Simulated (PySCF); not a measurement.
**N⁺ (nitrogen, charge +1) across methods**

[He] 2s1 2p2 3s1, high-spin 5P determinant (an excited configuration). Calculation: PySCF 2.14, in aug-cc-pCVTZ-DK with one added diffuse shell each of s, p, d, f type (8s7p5d3f, 75 functions); scalar relativity by spin-free X2C-1e.

```csv
method,E (hartree),mean ε 2s α (eV),mean ε 2p α (eV),mean ε 3s α (eV),Σ⟨r²⟩ (bohr²),⟨S²⟩
wB97X-V,-53.1438,-48.417,-36.228,-11.073,21.06,6.000
UHF,-53.06070,-54.924,-40.957,-11.011,21.40,6.000
PBE0,-53.1131,-45.984,-33.849,-9.557,20.92,6.000
PW91,-53.1381,-42.932,-31.455,-8.999,20.78,6.000
BLYP,-53.1423,-42.484,-31.060,-8.729,20.83,6.000
r2SCAN,-53.1549,-44.170,-32.284,-8.989,21.02,6.000
LDA,-52.6869,-42.575,-31.211,-9.018,20.68,6.000
BP86,-53.1520,-42.929,-31.381,-9.078,20.68,6.000
PBE,-53.1003,-42.868,-31.350,-8.966,20.80,6.000
```

The outer electron is Rydberg-like, and this basis confines it to a smaller radius and binds it less than a complete one would.
